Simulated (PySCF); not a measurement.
Job file and geometry (Å, from GFN2-xTB) of an NMR shielding run on SMILES C([C@H](CC=C)F)#[N+][AlH3-], C5H9AlFN, PySCF 2.14.0, density-fitted response routines, GIAO PBE0/pcSseg-1 NMR shielding, non-relativistic, gas phase; density fitting, a coarse starting grid and PySCF grid level 2 are the driver's defaults:

```
$ OMP_NUM_THREADS=1 python probes_run.py task.json out

{"job": {"kind": "nmr", "xc": "PBE0", "basis": "pcSseg-1"}, "charge": 0, "multiplicity": 1}
C     -2.709845     0.631377     0.532711
C     -1.506187     0.262999     0.138686
C     -1.024366     0.374871    -1.276921
C      0.274073     1.197504    -1.360543
F      0.663364     1.338465    -2.672135
C      1.316246     0.531612    -0.609950
N      2.112299    -0.051871    -0.028318
Al     2.631839    -0.822098     1.744212
H     -3.027701     0.517188     1.553828
H     -3.431659     1.050457    -0.149841
H     -0.797959    -0.162674     0.838786
H     -1.772101     0.862702    -1.905421
H     -0.825218    -0.620263    -1.685296
H      0.129899     2.212370    -0.959435
H      1.153117    -0.785707     2.305327
H      3.216833    -2.209568     1.341047
H      3.590367     0.334127     2.183351
```

Q: What does the program print?

A: 
```
coarse grid: 14784 points
cycle   1  E = -592.1856819898  dE =  8.319e-01  |g| = 6.676e-01  |ddm| = 3.620e+00
cycle   2  E = -591.9649497819  dE =  2.207e-01  |g| = 1.270e+00  |ddm| = 1.276e+00
cycle   3  E = -592.2756937085  dE = -3.107e-01  |g| = 2.233e-01  |ddm| = 8.126e-01
cycle   4  E = -592.2852432391  dE = -9.550e-03  |g| = 7.281e-02  |ddm| = 1.650e-01
cycle   5  E = -592.2862222849  dE = -9.790e-04  |g| = 2.005e-02  |ddm| = 5.131e-02
cycle   6  E = -592.2862978456  dE = -7.556e-05  |g| = 4.027e-03  |ddm| = 1.894e-02
cycle   7  E = -592.2863011097  dE = -3.264e-06  |g| = 1.614e-03  |ddm| = 3.981e-03
final grid: 138880 points
cycle   8  E = -592.3399641894  dE = -3.550e-05  |g| = 7.649e-03  |ddm| = 2.889e-02
cycle   9  E = -592.3399529617  dE =  1.123e-05  |g| = 1.064e-02  |ddm| = 1.429e-02
cycle  10  E = -592.3399779768  dE = -2.502e-05  |g| = 1.599e-03  |ddm| = 8.601e-03
cycle  11  E = -592.3399785325  dE = -5.557e-07  |g| = 3.099e-04  |ddm| = 1.297e-03
cycle  12  E = -592.3399785447  dE = -1.223e-08  |g| = 2.183e-04  |ddm| = 3.171e-04
cycle  13  E = -592.3399785539  dE = -9.182e-09  |g| = 6.437e-05  |ddm| = 1.449e-04
cycle  14  E = -592.3399785547  dE = -8.307e-10  |g| = 1.543e-05  |ddm| = 4.506e-05
converged SCF energy = -592.3399785547

GIAO shielding tensors (ppm)
atom      isotropic    diamagn.    paramagn.     s11        s22        s33       span
  0 C       56.298     252.647    -196.349    -60.268     70.083    159.080    219.348
  1 C       52.474     260.400    -207.926    -68.669     59.095    166.996    235.665
  2 C      140.148     249.455    -109.307    113.497    145.180    161.767     48.271
  3 C      105.016     246.150    -141.134     67.279     93.248    154.521     87.242
  4 F      391.317     466.557     -75.240    355.249    392.701    426.001     70.752
  5 C       55.132     269.515    -214.384    -56.609    -51.037    273.041    329.650
  6 N        6.610     336.326    -329.716   -136.220   -124.203    280.253    416.473
  7 Al     432.959     795.560    -362.602    423.162    435.950    439.763     16.601
  8 H       25.917      30.200      -4.283     22.869     24.916     29.966      7.096
  9 H       25.872      29.856      -3.984     22.198     25.472     29.947      7.749
 10 H       25.298      34.924      -9.626     22.502     24.534     28.856      6.354
 11 H       28.737      30.826      -2.089     25.009     28.393     32.810      7.801
 12 H       28.355      31.017      -2.663     25.772     27.569     31.723      5.951
 13 H       26.432      29.010      -2.578     24.228     26.337     28.733      4.505
 14 H       27.338      31.106      -3.768     23.556     28.326     30.132      6.576
 15 H       27.791      29.640      -1.850     24.869     26.418     32.084      7.215
 16 H       27.554      29.247      -1.693     24.488     26.563     31.610      7.122
```

Size and cost of the density-fitted run: 188 basis functions, 67 s wall time on 1 thread of an Intel Xeon, shared host; peak memory 0.78 GiB.
